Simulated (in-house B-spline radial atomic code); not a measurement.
Mn⁺. Computed with a B-spline radial atomic code. Model: non-relativistic spherical atom: semilocal Troullier-Martins pseudo-atom, one channel per l, against all electrons, high spin, G0W0 and RPA with empty states to l = 8, local potential for every l without a channel, a model core (radius 0 = none) keeps its share of the functional.

What the tables leave out is listed at the end.

The pseudopotential gives back the lowest level of each angular momentum of its own functional in the configuration it was made in; a second state of the same l is only approximately right. Exact exchange, RPA and GW see the smooth pseudo-orbitals and miss the exchange with the core, for which the functional's share stands in. The column with an uncorrelated core keeps all orbitals and exact exchange, and so separates missing core correlation from pseudisation. Only the three outermost levels and the lowest empty one were computed. RPA here is direct RPA, with no exchange kernel, and its energies carry an (l + 1/2)⁻⁴ tail. A hybrid on a potential with a model core restores only its own semilocal share of the core's exchange.

Command:
```bash
python run_psgw.py task.json out
```
Settings (lengths in bohr, energies in hartree):
```
Z                      25
electrons              24
configuration          [Ar] 3d5 4s1
generated_in           [Ar] 3d5 4s1
functional             pbe,pbe
core_shells            5
radius_factor          1.15
core_correction        True
ion_configuration      [Ar] 3d5
```

Run time, properties included: 20 s on 1 thread of Intel(R) Xeon(R) 6975P-C (Granite Rapids), with other jobs on the host.

Given: made with PBE; model core radius 1.227 bohr; local radius 2.735 bohr; mean-field start PBE.

Valence shells of the generating configuration: 3d, 4s.

Channel: s 2.783, p 3.4, d 2.618 (radii in bohr).

Computed: largest level miss in the spin-unpolarised generating configuration 0 eV; valence RPA correlation energy all-electron orbitals -0.22204 hartree; all-electron RPA polarisability, core included 20.92 bohr³; pseudo-atom RPA polarisability 20.769 bohr³; ionisation by mean-field pseudo minus all 0.082 eV; ionisation by RPA all-electron 16.113 eV; ionisation by RPA pseudo minus all 1.121 eV.

| level | occupied | mean-field all-electron (eV) | mean-field pseudo minus all (eV) | G0W0 all-electron (eV) | G0W0 uncorrelated core minus all (eV) | G0W0 pseudo minus all (eV) | exchange self-energy all-electron (eV) | exchange self-energy pseudo (eV) |
| --- | --- | --- | --- | --- | --- | --- | --- | --- |
| 4s up | 1 | -12.457 | -0.005 | -16.245 | 0.127 | -0.501 | -12.141 | -11.407 |

(1) What is the valence RPA correlation energy pseudo?

(2) What is the ionisation by mean-field all-electron?

Given: mean-field start PBE0.

Computed: valence RPA correlation energy all-electron orbitals -0.20335 hartree; all-electron RPA polarisability, core included 18.239 bohr³; ionisation by mean-field all-electron 15.785 eV; ionisation by mean-field pseudo minus all 0.364 eV; ionisation by RPA all-electron 15.974 eV; ionisation by RPA pseudo minus all 1.2 eV.

| level | occupied | mean-field all-electron (eV) | mean-field pseudo minus all (eV) | G0W0 all-electron (eV) | G0W0 uncorrelated core minus all (eV) | G0W0 pseudo minus all (eV) | exchange self-energy all-electron (eV) | exchange self-energy pseudo (eV) |
| --- | --- | --- | --- | --- | --- | --- | --- | --- |
| 4s up | 1 | -13.131 | -0.293 | -16.121 | 0.128 | -0.764 | -11.911 | -11.495 |
| 3d up | 1 | -18.885 | 1.411 | -23.356 | 0.087 | 3.578 | -39.917 | -23.775 |

(3) What is the valence RPA correlation energy pseudo?

(4) What is the pseudo-atom RPA polarisability?

Answers

(1) -0.28036 hartree.

(2) 16.104 eV.

(3) -0.26859 hartree.

(4) 18.047 bohr³.

Among the listed levels the largest G0W0 shift of the pseudo-atom is +3.58 eV, for 3d up on the PBE0 start, while leaving the core uncorrelated moves that level by +0.09 eV. So pseudisation and the lost core exchange, not the missing core correlation, make the error. Not in the tables (levels of low weight, unsolved or above zero; the highest and the empty levels are kept at any weight): on PBE the G0W0 levels 3d up (pseudo minus all +2.78 eV, weights 0.85 and 0.60), 3d down (pseudo minus all -8.68 eV, weights 0.92 and 0.76); no Hartree-Fock pseudo-atom is run with a model core.
